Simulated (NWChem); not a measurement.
# ZrH₄; SMILES [ZrH4]

```xyz
5

Zr     0.0000     0.0000     0.0000
H      1.5056    -1.0486     0.1844
H     -1.4813    -1.0803    -0.1977
H      0.1788     1.0760    -1.4869
H     -0.2031     1.0530     1.5002
```
Atoms are numbered in this order, from 1.

Geometry: optimised at PBE0/def2-SVP. def2 effective core potentials on Zr; no spin-orbit coupling.

Task: List the 6 lowest vertical singlet excitations and the 6 lowest triplet ones from CAM-B3LYP/def2-SVPD with def2 effective core potentials on Zr, full TDDFT (NWChem).

Result: 
```json
[
 {"state": "S1", "energy (eV)": "4.12", "oscillator strength": "0.000", "leading excitation (squared amplitude)": "HOMO → LUMO (0.66)"},
 {"state": "S2", "energy (eV)": "4.12", "oscillator strength": "0.000", "leading excitation (squared amplitude)": "HOMO−1 → LUMO (0.67)"},
 {"state": "S3", "energy (eV)": "4.12", "oscillator strength": "0.000", "leading excitation (squared amplitude)": "HOMO−2 → LUMO+1 (0.94)"},
 {"state": "S4", "energy (eV)": "4.40", "oscillator strength": "0.005", "leading excitation (squared amplitude)": "HOMO → LUMO+1 (0.69)"},
 {"state": "S5", "energy (eV)": "4.40", "oscillator strength": "0.005", "leading excitation (squared amplitude)": "HOMO−1 → LUMO+1 (0.72)"},
 {"state": "S6", "energy (eV)": "4.40", "oscillator strength": "0.005", "leading excitation (squared amplitude)": "HOMO−2 → LUMO (0.94)"},
 {"state": "T1", "energy (eV)": "3.76", "oscillator strength": "spin-forbidden", "leading excitation (squared amplitude)": "HOMO → LUMO (0.60)"},
 {"state": "T2", "energy (eV)": "3.76", "oscillator strength": "spin-forbidden", "leading excitation (squared amplitude)": "HOMO−1 → LUMO (0.62)"},
 {"state": "T3", "energy (eV)": "3.76", "oscillator strength": "spin-forbidden", "leading excitation (squared amplitude)": "HOMO−2 → LUMO+1 (0.89)"},
 {"state": "T4", "energy (eV)": "3.81", "oscillator strength": "spin-forbidden", "leading excitation (squared amplitude)": "HOMO → LUMO+1 (0.67)"},
 {"state": "T5", "energy (eV)": "3.81", "oscillator strength": "spin-forbidden", "leading excitation (squared amplitude)": "HOMO−1 → LUMO+1 (0.69)"},
 {"state": "T6", "energy (eV)": "3.81", "oscillator strength": "spin-forbidden", "leading excitation (squared amplitude)": "HOMO−2 → LUMO (0.91)"}
]
```
